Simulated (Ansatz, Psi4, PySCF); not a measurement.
C6H11O, doublet (typed; the unrestricted solution is spin-contaminated), at a GFN2-xTB geometry. Base run: MP2/STO-3G (PySCF).

The PySCF input:
```python
from pyscf import gto, scf, mp

mol = gto.M(
    atom='''
C     2.20591404   -0.44031400   -0.45736849
C     1.09196265    0.41268942   -0.33583232
O     0.74406726    1.18356321   -1.23663528
C     0.33877984    0.38585523    0.98522440
C    -1.05395983   -0.24932639    0.79482052
C    -1.93197516    0.63147546   -0.08384838
C    -0.94128819   -1.65817365    0.21568997
H     2.84814120   -0.34666925   -1.31626420
H     2.53069654   -1.06534200    0.35393873
H     0.20910406    1.41361474    1.32870449
H     0.90023319   -0.17200020    1.73410466
H    -1.50758209   -0.31944056    1.79155030
H    -2.87003799    0.13169946   -0.31408151
H    -2.15062661    1.57484584    0.41159759
H    -1.41826622    0.85243457   -1.01942306
H    -0.56382848   -1.62273750   -0.80360340
H    -0.26927935   -2.27087201    0.81307424
H    -1.91769218   -2.13727504    0.20137047
''',
    basis='sto-3g',
    spin=1,
    verbose=3,
)

mf = scf.UHF(mol)
mf.kernel()

pt = mp.MP2(mf)
pt.kernel()
print('E(MP2) = %.10f' % pt.e_tot)
```

The same geometry, method and basis name were run in Ansatz (a quantum-chemistry and plane-wave program) and Psi4 and PySCF, at each program's defaults and at the settings that a row names. The base is PySCF at its defaults. Differences at the defaults can come from grids, fitting, cores and function types together.

```csv
code and settings,ΔE vs base (mEh),basis functions,E (Eh),SCF cycles
"PySCF, defaults (exact integrals, spherical functions, all electrons correlated)",0.000,46,-304.97275,17
"Psi4, defaults (density fitting with its default set, spherical functions, all electrons correlated)",-0.717,46,-304.97347,20
"Ansatz, defaults (factorised integrals, spherical functions, frozen core)",2.918,46,-304.96984,-
"PySCF, frozen core",2.870,46,-304.96988,17
"Psi4, exact integrals, spherical functions, frozen core",2.870,46,-304.96988,20
"Ansatz, high accuracy, frozen core",2.870,46,-304.96988,-
```

Open shells are given as the SCF converged; they aren't shown to be the lowest states, and a large step between rows can be another state.
